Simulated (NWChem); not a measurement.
System: CH$_{3}$Cl$_{2}$FSi; SMILES Cl[SiH](Cl)CF

NWChem input:

```
start job
memory heap 200 mb stack 900 mb global 1100 mb
geometry units angstroms noautoz
  F     -2.157447    -0.005780    -0.753609
  C     -1.725759    -0.004613     0.569305
  Si     0.170778     0.000461     0.638228
  Cl     0.890390     1.694399    -0.296745
  Cl     0.899442    -1.689611    -0.296731
  H     -2.124695    -0.894138     1.076442
  H     -2.129449     0.882772     1.076427
  H      0.651977     0.001754     2.038086
end
basis spherical
  * library 6-31g*
end
dft
  xc b3lyp
  iterations 150
  mulliken
end
task dft energy
```

NWChem printed, in part:

```
             Northwest Computational Chemistry Package (NWChem) 7.3.0
             --------------------------------------------------------

 CS  symmetry detected

                             Geometry "geometry" -> ""
                             -------------------------

 Output coordinates in angstroms (scale by  1.889725989 to convert to a.u.)

  No.       Tag          Charge          X              Y              Z
 ---- ---------------- ---------- -------------- -------------- --------------
    1 F                    9.0000    -2.15097434    -0.74302421     0.00000000
    2 C                    6.0000    -1.71584610     0.57876275     0.00000000
    3 Si                  14.0000     0.18087051     0.64275371     0.00000000
    4 Cl                  17.0000     0.90257734    -0.29409219     1.69201105
    5 Cl                  17.0000     0.90257734    -0.29409219    -1.69201105
    6 H                    1.0000    -2.11584042     1.08693412    -0.88845818
    7 H                    1.0000    -2.11584042     1.08693412     0.88845818
    8 H                    1.0000     0.66570983     2.04135566     0.00000000

 Effective nuclear repulsion energy (a.u.)     355.2334222284

      Symmetry information
      --------------------

 Group name             Cs
 Group number              2
 Group order               2
 No. of unique centers     6

                                 NWChem DFT Module
                                 -----------------

 Summary of "ao basis" -> "ao basis" (spherical)
 ------------------------------------------------------------------------------
       Tag                 Description            Shells   Functions and Types
 ---------------- ------------------------------  ------  ---------------------
 F                           6-31g*                  6       14   3s2p1d
 C                           6-31g*                  6       14   3s2p1d
 Si                          6-31g*                  8       18   4s3p1d
 Cl                          6-31g*                  8       18   4s3p1d
 H                           6-31g*                  2        2   2s

      Symmetry analysis of basis
      --------------------------

        a'         55
        a"         33

            General Information
            -------------------
          SCF calculation type: DFT
          Wavefunction type:  closed shell.
          No. of atoms     :     8
          No. of electrons :    66
           Alpha electrons :    33
            Beta electrons :    33
          Charge           :     0
          Spin multiplicity:     1
          Use of symmetry is: on ; symmetry adaption is: on
          Maximum number of iterations: 150
          AO basis - number of functions:    88
                     number of shells:    42
          Convergence on energy requested:  1.00D-06
          Convergence on density requested:  1.00D-05
          Convergence on gradient requested:  5.00D-04

              XC Information
              --------------
                         B3LYP Method XC Potential
                     Hartree-Fock (Exact) Exchange  0.200
                        Slater Exchange Functional  0.800 local
                    Becke 1988 Exchange Functional  0.720 non-local
              Lee-Yang-Parr Correlation Functional  0.810
                  VWN I RPA Correlation Functional  0.190 local

             Grid Information
             ----------------
          Grid used for XC integration:  medium
          Radial quadrature: Mura-Knowles
          Angular quadrature: Lebedev.
          Tag              B.-S. Rad. Rad. Pts. Rad. Cut. Ang. Pts.
          ---              ---------- --------- --------- ---------
          F                   0.50       49          10.0       434
          C                   0.70       49          10.0       434
          Si                  1.10       88           8.0       590
          Cl                  1.00       88          11.0       590
          H                   0.35       45          11.0       434
          Grid pruning is: on
          Number of quadrature shells:   364
          Spatial weights used:  Erf1

      Superposition of Atomic Density Guess
      -------------------------------------

 Sum of atomic energies:       -1346.24575674

      Non-variational initial energy
      ------------------------------

 Total energy =   -1347.671217
 1-e energy   =   -2570.301064
 2-e energy   =     867.396425
 HOMO         =      -0.327665
 LUMO         =       0.049172

      Symmetry analysis of molecular orbitals - initial
      -------------------------------------------------

  Numbering of irreducible representations:

     1 a'          2 a"

  Orbital symmetries:

     1 a'          2 a"          3 a'          4 a'          5 a'
     6 a'          7 a"          8 a'          9 a"         10 a'
    11 a'         12 a"         13 a"         14 a'         15 a'
    16 a'         17 a"         18 a'         19 a'         20 a"
    21 a'         22 a'         23 a'         24 a"         25 a'
    26 a"         27 a'         28 a'         29 a"         30 a"
    31 a"         32 a'         33 a'         34 a'         35 a"
    36 a'         37 a'         38 a'         39 a"         40 a'
    41 a'         42 a'         43 a"

     ---------------------------------------------
      Total Density - Mulliken Population Analysis
     ---------------------------------------------

    Atom       Charge   Shell Charges
 -----------   ------   -------------------------------------------------------
    1 F    9     9.49   2.00  0.95  3.41  1.01  2.12  0.01
    2 C    6     6.06   2.00  0.69  1.72  0.63  0.97  0.05
    3 Si  14    12.96   2.00  2.00  5.97  0.93  1.36  0.22  0.30  0.18
    4 Cl  17    17.42   2.00  2.00  5.98  1.38  3.71  0.57  1.77  0.01
    5 Cl  17    17.42   2.00  2.00  5.98  1.38  3.71  0.57  1.77  0.01
    6 H    1     0.80   0.47  0.33
    7 H    1     0.80   0.47  0.33
    8 H    1     1.05   0.47  0.58

   convergence    iter        energy       DeltaE   RMS-Dens  Diis-err
 ---------------- ----- ----------------- --------- --------- ---------
 d= 0,ls=0.0,diis     1  -1349.6184371336 -1.70D+03  1.70D-02  7.61D-01
 d= 0,ls=0.0,diis     2  -1349.5699244830  4.85D-02  9.42D-03  1.23D+00
 d= 0,ls=0.0,diis     3  -1349.7093317083 -1.39D-01  1.36D-03  3.47D-02
 d= 0,ls=0.0,diis     4  -1349.7116373068 -2.31D-03  7.12D-04  5.71D-03
 d= 0,ls=0.0,diis     5  -1349.7122754446 -6.38D-04  1.42D-04  1.46D-04
  Resetting Diis
 d= 0,ls=0.0,diis     6  -1349.7122938348 -1.84D-05  2.93D-05  5.28D-06
 d= 0,ls=0.0,diis     7  -1349.7122945550 -7.20D-07  1.01D-05  2.36D-07
 d= 0,ls=0.0,diis     8  -1349.7122945626 -7.59D-09  4.97D-06  2.02D-07

         Total DFT energy =    -1349.712294562562
      One electron energy =    -2572.550003911210
           Coulomb energy =      962.197329239954
    Exchange-Corr. energy =      -94.593042119707
 Nuclear repulsion energy =      355.233422228401

 Numeric. integr. density =       66.000002068335

                  Occupations of the irreducible representations
                  ----------------------------------------------

                     irrep           alpha         beta
                     --------     --------     --------
                     a'               21.0         21.0
                     a"               12.0         12.0

                       DFT Final Molecular Orbital Analysis
                       ------------------------------------

 Vector   31  Occ=2.000000D+00  E=-3.409721D-01  Symmetry=a"
              MO Center=  8.8D-01, -2.6D-01,  1.3D-10, r^2= 4.0D+00
   Bfn.  Coefficient  Atom+Function         Bfn.  Coefficient  Atom+Function
  ----- ------------  ---------------      ----- ------------  ---------------
    53      0.395407  4 Cl px                71     -0.395407  5 Cl px
    54      0.327317  4 Cl py                72     -0.327317  5 Cl py
    57      0.223095  4 Cl px                75     -0.223095  5 Cl px
    58      0.176192  4 Cl py                76     -0.176192  5 Cl py
    49     -0.154820  4 Cl px                67      0.154820  5 Cl px

 Vector   32  Occ=2.000000D+00  E=-3.317056D-01  Symmetry=a"
              MO Center=  7.8D-01, -2.3D-01, -2.0D-14, r^2= 4.3D+00
   Bfn.  Coefficient  Atom+Function         Bfn.  Coefficient  Atom+Function
  ----- ------------  ---------------      ----- ------------  ---------------
    55      0.377207  4 Cl pz                73      0.377207  5 Cl pz
    54      0.264130  4 Cl py                72     -0.264130  5 Cl py
    53     -0.244068  4 Cl px                71      0.244068  5 Cl px
    59      0.202688  4 Cl pz                77      0.202688  5 Cl pz
    51     -0.146415  4 Cl pz                69     -0.146415  5 Cl pz

 Vector   33  Occ=2.000000D+00  E=-3.113040D-01  Symmetry=a'
              MO Center= -5.5D-01,  2.0D-01,  2.9D-14, r^2= 4.2D+00
   Bfn.  Coefficient  Atom+Function         Bfn.  Coefficient  Atom+Function
  ----- ------------  ---------------      ----- ------------  ---------------
     3      0.315702  1 F  px                17     -0.314709  2 C  px
    53     -0.287492  4 Cl px                71     -0.287492  5 Cl px
    35      0.251650  3 Si px                 7      0.238150  1 F  px
    88      0.224608  8 H  s                 20     -0.182463  2 C  s
    21     -0.155127  2 C  px                57     -0.153562  4 Cl px

[...]
```

Level: B3LYP/6-31G* (spherical d). The geometry was optimised at B3LYP/6-31G* (spherical d). B3LYP is NWChem's, with the RPA form of VWN correlation.
